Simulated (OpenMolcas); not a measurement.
Ti3+ in Cs2NaYF6: curves along the breathing mode

Ti3+ with its 6 nearest fluoride ions, on the Y site of Cs2NaYF6 (a = 9.075 Å, distance in the model lattice 2.178 Å). The rest of the host is ab initio model potentials to 7.6 Å, with orthogonalisation functions on the cations behind the ligands, and point charges beyond; the distance is set by hand and nothing relaxes. Ligand basis ANO-RCC-VDZP.

```json
{
 "Program": "OpenMolcas",
 "Method": "CASSCF",
 "Basis": "ANO-RCC-VDZP [5s4p2d1f]",
 "Scalar Hamiltonian": "DKH2, point nucleus",
 "Active space": "1 electron in 5 orbitals (3d)",
 "State averaging": "2S+1 = 2 even, 5 roots",
 "Spin-orbit coupling": "state interaction with AMFI integrals over the reference wave functions"
}
```

Spin-free energies (labels of O, the rotations of Oh) in cm-1 above the lowest fitted minimum, as all ligands move together:

```
R (Å)    2T2     2E
1.914   2230  21900
1.959    210  17790
2.004    220  15960
2.049   1910  16040
2.094   4990  17710
2.139   9230  20700
2.185  14570  24930
```

Cubic fits give the following; the wavenumber is harmonic, with the mass of all moving ligands, small differences in it between states hang on the degree of the fit, a number in brackets counts states of one label, and the table is a selection of at most 14 states with clean curves.

```
State  R0 (Å)  Breathing mode (cm-1)  Minimum (cm-1)
  2T2   1.982                    516               0
   2E   2.025                    511           15760
```

The minimum of 2E is shifted by +0.0430 Å against 2T2 (from the unrounded fits). With M = 114.0 u for the moving shell, the Huang-Rhys factor in this mode is S = M ω ΔR² / 2ħ = 0.01483 × 114.0 × 516 × 0.0430² = 1.61. Only the first shell moves, against a rigid host.

An orbital triplet at a regular site is open to Jahn-Teller coupling, which can distort the site and quench the lowest spin-orbit gaps and is left out. Ligand-to-metal charge-transfer states are missing. With metal d orbitals alone and no dynamic correlation 10Dq can be off by a tenth to a fifth, either way, in oxide and fluoride hosts. No measured value stands beside these numbers.
